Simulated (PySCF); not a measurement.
## Computed data sheet: `C1(C#C)CC=COC=1`

C7H6O.
Bonds: C1–C2 (triple), C2–C3, C3–C4 (double), C4–O5, O5–C6, C6–C7 (double), C7–C8, C3–C8. Hydrogens: H9 on C1; H10 on C4; H11 on C6; H12 on C7; H13, H14 on C8.

Some functional groups and rings: alkyne, C=C double bond and ether.

From GFN2-xTB geometry:

```
Point group of the GFN2-xTB geometry                  : Cs
Rotational constants A, B, C of the GFN2-xTB geometry : 5.301, 1.531, 1.196 GHz
```

**CAM-B3LYP/def2-SVPD ground state and vertical TDDFT (core frozen in the response) (PySCF)**

```
Dipole moment                                                     : 0.90 D
HOMO energy                                                       : -7.47 eV
LUMO energy                                                       : 0.32 eV
HOMO–LUMO gap                                                     : 7.79 eV
Lowest singlet excitation                                         : 4.70 eV (264 nm, f = 0.115)
Strongest line among the 8 lowest singlet transitions             : S1 at 4.70 eV (264 nm, f = 0.115)
Lowest triplet excitation (Tamm–Dancoff)                          : 3.26 eV
Static isotropic polarisability                                   : 82.2 au
Electronic spatial extent ⟨r²⟩ about the centre of nuclear charge : 948 bohr²
```

Monoisotopic mass from the formula: 106.0419 u.

The principal polarisabilities are 52.0, 78.2 and 116.5 au; their mean is the isotropic value. In atomic units the dipole is 0.36 e·bohr (1 au = 2.5417 D). The 8 singlets span 4.70 to 7.00 eV, and their oscillator strengths add up to 0.29. A dipole of 0.90 D is allowed in Cs, and pure rotational transitions are dipole-allowed. No computed singlet falls in the visible range (750 to 380 nm, 1.65 to 3.26 eV); S1 lies 1.44 eV above its blue end.

Geometry: GFN2-xTB; no solvent, vibrations or thermal averaging.
